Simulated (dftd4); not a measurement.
COS, charge +1, doublet, geometry from GFN2-xTB (a state made from the parent by changing its charge; the spin is typed, not shown lowest); D4 for blyp run with dftd4 4.2.0.

Here is a job for dftd4.
```
$ dftd4 mol.xyz --func blyp --charge 1 --json dftd4.json --noedisp

# file mol.xyz
3

O     -0.00000000    -0.00000000    -1.68366881
C     -0.00000000    -0.00000000    -0.55245407
S      0.00000000     0.00000000     1.04900468
```

**Question.** Write the output that dftd4 gives for this input, abridged.

**Answer.** 
```
                    ____  _____ _____     ____  _  _
      -------------|  _ \|  ___|_   _|---|  _ \| || |------------
     |             | | | | |_    | | ___ | | | | || |_           |
     |             | |_| |  _|   | ||___|| |_| |__   _|          |
     |             |____/|_|     |_|     |____/   |_|            |
     |             ===================================           |
     |            E. Caldeweyher, S. Ehlert & S. Grimme          |
     |          Mulliken Center for Theoretical Chemistry        |
     |                    University of Bonn                     |
      -----------------------------------------------------------

Rational (Becke-Johnson) damping: blyp-D4-ATM
---------------------
  s6         1.0000
  s8         2.3408
  s9         1.0000
  a1         0.4449
  a2         4.0933
 alp        16.0000
--------------------

Dispersion energy:      -3.3206240400689E-03 Eh

[Info] JSON dump of results written to 'dftd4.json'
```
